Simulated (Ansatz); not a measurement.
The cluster Ge₂O₄⁺: single points at one geometry.

```yaml
crystal:
  periodic: [false, false, false]
  atoms:
    - {symbol: Ge, position_ang: [-0.595429, -1.351858, -0.869943]}
    - {symbol: Ge, position_ang: [1.260511, 0.934060, 0.692956]}
    - {symbol: O, position_ang: [-0.933206, 0.610802, -0.985904]}
    - {symbol: O, position_ang: [0.449913, 0.349027, -1.228785]}
    - {symbol: O, position_ang: [0.316652, -0.831450, 1.020750]}
    - {symbol: O, position_ang: [-0.498441, 0.289419, 1.370926]}
basis:
  gaussian: {orbitals: def2-SVP, initial_orbitals: start.molden}
total_charge: 1
magnetization: {spin_polarized: true, initial_magnetization: 1}
hamiltonian: {xc: pbe0, dispersion: d4}
scf: {omitted_lower_state_checks: [starts]}
output: {orbitals: {seedname: orbitals}}
```

The file start.molden holds the orbitals of an earlier run on this structure, at another level or in another basis.

```sh
$ ansatz run in.yaml --threads 4 --pin off --events-out ev --progress --plain --max-ram 4787MiB
```

Output, abridged:

```
Functional definition: PBE0
1150 factors; integrals over basis functions are off by at most 3.8e-4 eV
mean field evaluation 1: about -121167.6771 eV, gradient 8.4e0 eV
mean field evaluation 2: about -121167.8989 eV, gradient 1.6e-1 eV
mean field evaluation 4: about -121168.0086 eV, gradient 7.4e-4 eV
mean field -121168.00858402 eV, -4452.8421848366 hartree, gradient 1.7e-5 eV, S^2 0.760853; 0 other end points of the search recorded, 0 dependent functions left out
reference -121168.00860877 eV, -4452.8421857461 hartree; 48, 47 occupied and 72, 73 virtual orbitals, 1150 factors
Total energy: -121168.19414018 eV, -4452.8490038998 hartree
Checks for a lower state left out: starts
```

Hardware: 4 threads of Arm Neoverse V2 on a shared host. Wall time 3.1 s.

The first input with `gaussian: {orbitals: def2-TZVP, initial_orbitals: start.molden}` (abridged; 9 s):

```
Functional definition: PBE0
mean field -121192.37777499 eV, -4453.7377360869 hartree, gradient 1.7e-5 eV, S^2 0.762561
Total energy: -121192.56333008 eV, -4453.7445551105 hartree
Checks for a lower state left out: starts
```

First input, but with `gaussian: {orbitals: def2-TZVP, initial_orbitals: start.molden}`, `hamiltonian: {xc: {name: r2SCAN0}, dispersion: d4}` (abridged; 15 s):

```
Functional definition: r2SCAN0
mean field -121207.79625255 eV, -4454.3043546860 hartree, gradient 2.2e-5 eV, S^2 0.768386
Total energy: -121207.85282912 eV, -4454.3064338366 hartree
Checks for a lower state left out: starts
```

First input, but with `gaussian: {orbitals: def2-TZVP, initial_orbitals: start.molden}`, `hamiltonian: {xc: {name: CAM-B3LYP}, dispersion: d4}` (abridged; 13 s):

```
Functional definition: CAM-B3LYP
mean field -121219.10589291 eV, -4454.7199763035 hartree, gradient 2.0e-5 eV, S^2 0.763904
Total energy: -121219.29681963 eV, -4454.7269927308 hartree
Checks for a lower state left out: starts
```

As the first input, with `hamiltonian: {xc: pbe, dispersion: d4}` (abridged; 1.8 s):

```
Functional definition: PBE
mean field -121167.12534926 eV, -4452.8097265578 hartree, gradient 5.0e-5 eV, S^2 0.753192
Total energy: -121167.34746330 eV, -4452.8178890985 hartree
Checks for a lower state left out: starts
```

As the first input, with `gaussian: {orbitals: def2-TZVP, initial_orbitals: start.molden}`, `hamiltonian: {xc: {name: LC-wPBE}}` (abridged; 13 s):

```
Functional definition: LC-wPBE
mean field -121194.16067758 eV, -4453.8032565485 hartree, gradient 1.8e-5 eV, S^2 0.764114
Total energy: -121194.16067758 eV, -4453.8032565487 hartree
Checks for a lower state left out: starts
```

The first input with `gaussian: {orbitals: STO-3G}`, `hamiltonian: {xc: hf}` (abridged; 0.8 s):

```
Functional definition: HF
mean field evaluation 16: about -119692.0896 eV, gradient 1.6e-2 eV
mean field -119692.08296465 eV, -4398.6029187432 hartree, gradient 2.6e-5 eV, S^2 0.799470
Total energy: -119692.08296465 eV, -4398.6029187432 hartree
Checks for a lower state left out: starts
```

Geometry: PBE-D4/def2-SVP.

LC-ωPBE has ω = 0.4 bohr⁻¹. The structure holds 2 bonds between oxygen atoms, so isomers without such links may lie far lower. Another isomer (doublet) lies 1.70 eV lower at PBE0-D4/def2-TZVP; other spin states weren't run for this one.
